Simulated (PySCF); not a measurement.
NMP (C₅H₉NO), SMILES N1(C(CCC1)=O)C. Geometry: B3LYP-D3(BJ)/def2-SVP. One conformer was computed; it need not be the lowest.

Question: Give the equilibrium geometry at B3LYP-D3(BJ)/def2-SVP (PySCF confirms it by a frequency run) as Cartesian coordinates in Å. (The exact figures need the calculation; the answer reports its results.)

Answer: This is not unique; one that fits is 
```xyz
16

C      2.1162    -0.1165     0.0699
N      0.7030     0.1157    -0.0787
C      0.1561     0.9946    -1.0947
C     -1.3298     1.1067    -0.7032
C     -1.6081    -0.2052     0.0392
C     -0.2439    -0.6265     0.5860
O     -0.0178    -1.4752     1.4251
H      2.6495     0.8150     0.3275
H      2.5600    -0.5214    -0.8583
H      2.2526    -0.8477     0.8784
H      0.2853     0.5602    -2.1071
H      0.6716     1.9700    -1.0925
H     -1.4647     1.9600    -0.0203
H     -1.9793     1.2713    -1.5744
H     -2.3424    -0.1297     0.8528
H     -1.9534    -1.0046    -0.6393
```
